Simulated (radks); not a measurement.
Excited configurations of Ru3+: one electron is placed in a higher orbital outside [Kr] 4d4. The ground configuration is [Kr] 4d5. Method: non-relativistic Kohn-Sham, PBE, spin-polarised, spherical densities, point nucleus; open shells are filled with parallel spins first (spin-orbit coupling, left out, can overturn this in heavy ions); relativity is left out, which matters for an element this heavy; computed with a radial shooting solver on a logarithmic mesh with Libxc functionals. Excitation = E - E(ground); binding = E(ion) - E, where the ion is the core of charge +4; n* = 4/sqrt(2 binding) in atomic units, and the quantum defect is n - n*.

outer orbital,excitation (eV),binding (eV),n*,quantum defect,eigenvalue (eV),<r> (bohr)
5s,11.637,34.905,2.497,2.503,-30.752,2.496
5f,35.853,10.689,4.513,0.487,-9.212,6.200
7d,38.799,7.743,5.302,1.698,-6.940,10.21
7f,41.133,5.409,6.344,0.656,-4.830,14.02

The Delta-SCF ionisation energy is 46.542 eV (NIST Atomic Spectra Database: 45 eV, theoretical). Self-interaction in the functional shifts the binding energies and quantum defects, so they are the method's values and not measured ones. Relativity is left out here, which matters for elements this heavy. Open shells are spherical and high-spin; term and fine-structure splittings are not resolved.
